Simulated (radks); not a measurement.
Task: Pt36+, 42 electrons, occupied as [Kr] 4d6. Calculated with a radial shooting solver on a logarithmic mesh with Libxc functionals: scalar-relativistic Kohn-Sham, LB94 model potential, spin-polarised, spherical densities, finite nucleus; open shells are filled with parallel spins first (spin-orbit coupling, left out, can overturn this in heavy ions); Fermi nuclear charge, rms radius 5.427 fm. Some entries of the table are withheld. Estimate them.

orbital  occ.  eigenvalue (hartree)  <r^2> (bohr^2)  r(max) (bohr)
1s down     1             -2946.478       0.0004051        0.01061
1s up       1             -2946.470       0.0004051        0.01061
2s up       1             -564.6269        0.006182        0.06117
2s down     1             -564.5761        0.006180        0.06117
2p up       3             -497.1512        0.005182        0.05054
2p down     3             -497.1185        0.005179        0.05053
3s up       1             -175.0855         0.03933         0.1721
3s down     1             -175.0532         0.03936         0.1722
3p up       3             -155.3735         0.04009         0.1710
3p down     3             -155.3367         0.04013         0.1711
3d up       5             -134.2288         0.03300         0.1390
3d down     5             -134.1361         0.03305         0.1392
4s up       1             -75.40929          0.1662         0.3737
4s down     1             -75.17409          0.1659         0.3732
4p up       3             -68.32793          0.1801         0.3874
4p down     3             -68.08212          0.1798         0.3870
4d up       5             -60.14209             (1)         0.3835
4d down     1             -59.91355             (2)         0.3828
5s up       0             -42.06696          0.5051         0.6871
5s down     0             -41.92492          0.5067         0.6877
5p up       0             -38.92914          0.5509         0.7189
5p down     0             -38.79653          0.5529         0.7198

Result: 
(1) 4d up <r^2> (bohr^2): 0.1833
(2) 4d down <r^2> (bohr^2): 0.1829
